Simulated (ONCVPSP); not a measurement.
## Potentials for fluorine compared

Generated with ld1.x 7.5 (TM, RRKJ, ultrasoft, PAW), atompaw 4.2 or ONCVPSP 4.0.1. The cutoff is in Ry: for ld1.x and atompaw files where the sum of valence levels is converged to 10 mRy in a Bessel basis, for ONCV files where the hardest occupied wave has 1 mHa per electron of residual kinetic energy. The error is the largest all-electron minus pseudo excitation energy over each file’s own four to seven test configurations (ionisations up to +4, promotions, holes and added fractions of an electron), all of which were solved. The labels leave out finer settings (local radius, basis sizes, second energies), which also bear on the numbers. Spin-polarised tests are not counted. The rows are a selection from randomly drawn settings: files with unsolved tests, undetermined cutoffs or missed reference levels are left out.

A true bound ghost makes a file unfit for plane-wave use even where its test errors are small: the radial tests pick states by their node count and pass the ghost by.

```tsv
potential	cutoff (Ry)	largest error (meV)	bound ghosts
ONCV, LDA (Perdew-Zunger), scalar-relativistic, rc 0.75/0.80 (sp), local s, core correction yes, reference 2s2 2p3.5, qcut 8/9.3, projectors 0/2	458	+36	none
ONCV, PBE, scalar-relativistic, rc 0.80/1.75 (sp), local smoothed, core correction yes, reference 2s2 2p5, qcut 6.3/6.3, projectors 3/1	469	+7075	s
ONCV, LDA (Perdew-Zunger), scalar-relativistic, rc 0.60/1.85/1.40 (spd), local s, core correction yes, reference 2s1.75 2p5.25, qcut 9/7.4/6.6, projectors 0/2/2	196	+1113	none
ONCV, revPBE, scalar-relativistic, rc 0.50/1.65/1.30 (spd), local s, core correction yes, reference 2s2 2p3, qcut 12.2/8.1/8.8, projectors 0/2/2	590	+737	none
ONCV, PBE, non-relativistic, rc 0.60/1.60 (sp), local smoothed, core correction no, reference 2s1.5 2p5.5, qcut 9.2/8.3, projectors 2/3	175	+705	none
ONCV, LDA (Perdew-Wang 92), scalar-relativistic, rc 0.80/1.65/1.25 (spd), local smoothed, core correction yes, reference 2s1.5 2p5.5, qcut 10.5/7.6/7.7, projectors 2/1/1	96	+767	none
ONCV, PBE, non-relativistic, rc 0.85/1.20/0.95 (spd), local s, core correction yes, reference 2s2 2p5, qcut 9.1/13.8/9.1, projectors 0/1/1	115	+332	none
```

Problem. Fill in the row for F: ONCV, LDA (Perdew-Zunger), scalar-relativistic, rc 0.65/1.70/1.30 (spd), local smoothed, core correction no, reference 2s1.5 2p5.5, qcut 12.3/6.6/7.5, projectors 3/2/1.

Solution. cutoff 115 Ry, largest error +1200 meV, bound ghosts: s.

Problem. Fill in the row for F: ONCV, LDA (Perdew-Zunger), scalar-relativistic, rc 0.75/1.45/1.35 (spd), local s, core correction yes, reference 2s1.5 2p5.5, qcut 8.7/11.4/7.5, projectors 0/1/2.

Solution. cutoff 139 Ry, largest error +302 meV, bound ghosts: none.
